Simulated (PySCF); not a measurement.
# Si⁺: excitation energy

Si⁺ [Ne] 3s2 3p1 (2P) → Si⁺ [Ne] 3s1 3p2 (4P), as a difference of total energies. Calculation: PySCF 2.14, in dyall-av2z; no relativity, point nucleus. Correlated levels: valence: [Ne] frozen; virtual orbitals above 40 to 60 times the deepest correlated orbital energy dropped. The calculations carry no spin-orbit coupling.

```json
{"method": "UHF", "excitation energy (cm⁻¹)": "31545"}
{"method": "MP2 (valence)", "excitation energy (cm⁻¹)": "37676"}
{"method": "SCS-MP2 (valence)", "excitation energy (cm⁻¹)": "39997"}
{"method": "CCSD (valence)", "excitation energy (cm⁻¹)": "40720"}
{"method": "CCSD(T) (valence)", "excitation energy (cm⁻¹)": "40872"}
{"method": "CCSDT (valence)", "excitation energy (cm⁻¹)": "40940"}
{"method": "FCI (valence)", "excitation energy (cm⁻¹)": "40940"}
```

Errors of the correlated levels include the incompleteness of this basis and the frozen core.

For comparison: 42811 cm⁻¹ (measured; NIST levels, between the centres of gravity of the two terms).
